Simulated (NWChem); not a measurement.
Molecule: CBF₂NO; SMILES FB(F)N=C=O

```xyz
6

B      0.0084    -0.9614     0.0000
F      0.8911    -1.9433     0.0000
F     -1.2809    -1.2682     0.0000
N      0.4528     0.3867     0.0000
C      0.1383     1.5554     0.0000
O     -0.0667     2.7088     0.0000
```
Atoms are numbered in this order, from 1.

All runs: NWChem. Pople sets run with spherical d functions. The geometry was optimised at B3LYP/6-31G* (spherical d). Total energies compare along this basis series because the functional is fixed.

```
level            basis functions  energy (Ha)  highest occupied level (eV)  orbital gap (eV)  dipole (D)  relative time
---------------  ---------------  -----------  ---------------------------  ----------------  ----------  -------------
TPSS/STO-3G                   30    -387.4104                        -4.46              6.22        0.92              1
TPSS/3-21G                    54    -390.6812                        -7.77              6.46        0.19              1
TPSS/6-31G*                   84    -392.8143                        -7.89              6.50        0.17              3
TPSS/6-31+G*                 108    -392.8368                        -8.30              6.43        0.04              7
TPSS/6-311G**                108    -392.9341                        -8.13              6.47        0.04              4
TPSS/6-311++G**              132    -392.9438                        -8.34              6.41        0.02             10
```

Times are rough ratios from one shared machine.
